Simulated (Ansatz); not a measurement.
`O[B-]1(O)OC(C(F)(F)F)=CC(C(F)(F)F)=[O+]1`, charge 0, multiplicity 1.

(1) Give a relaxed structure at PBE0-D4/def2-TZVP (Ansatz 0.2.0). (Estimate.)

Answers

(1) Ansatz gave: 
Z-matrix (Å, degrees):
```
B
O 1 1.573
O 1 1.385 2 110.8
O 1 1.388 2 107.3 3 129.0
O 1 1.572 2 102.4 3 -118.1
C 2 1.261 1 122.0 3 148.7
H 3 0.957 1 115.1 2 -56.4
H 4 0.958 1 111.5 2 -125.2
C 5 1.261 1 122.1 2 -30.5
C 6 1.529 2 114.0 1 167.8
C 6 1.384 2 124.7 1 -15.0
C 9 1.529 5 114.0 1 -167.8
F 10 1.330 6 109.9 2 60.8
F 10 1.327 6 110.3 2 -58.8
F 10 1.331 6 111.3 2 -179.2
H 11 1.076 6 122.2 2 -179.8
F 12 1.326 9 110.3 5 58.5
F 12 1.330 9 109.8 5 -61.2
F 12 1.331 9 111.3 5 178.8
```
Point group Cs.
This is one stationary point; other conformers may exist.
